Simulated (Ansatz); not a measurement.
Species: CAuO, net charge 1, singlet state. 
Structure (B3LYP-D3(BJ)/def2-TZVP (Ansatz, an electronic-structure program) minimum search):
```
C
O 1 1.1150
Au 1 1.9516 2 180.00
```
Charge +1, spin multiplicity 1.

Basis-set convergence of Hartree-Fock and CCSD(T) correlation energies (hartree) with Ansatz. Cores are frozen in the correlated levels unless marked. Spin-orbit coupling is left out. The frozen core is the preceding noble-gas configuration, with the filled d and f shells of earlier blocks. Past Kr the def2 sets carry scalar-relativistic core potentials.

```tsv
basis	functions	E(HF)	E(corr, CCSD(T))	rough core time
def2-SVP	60	-247.17280	-0.54946	under 20 s
def2-TZVPP	118	-247.32066	-0.72511	under 20 s
def2-QZVPP	202	-247.32631	-0.77099	30 s
```

Extrapolating the two largest sets (X = 3 and 4) as X^-3: E(corr) = (64·(-0.77099) - 27·(-0.72511))/37 = -0.8045 Eh, an estimate of the basis-set limit. The largest set recovers 95.8 % of it, the smallest 68.3 %.
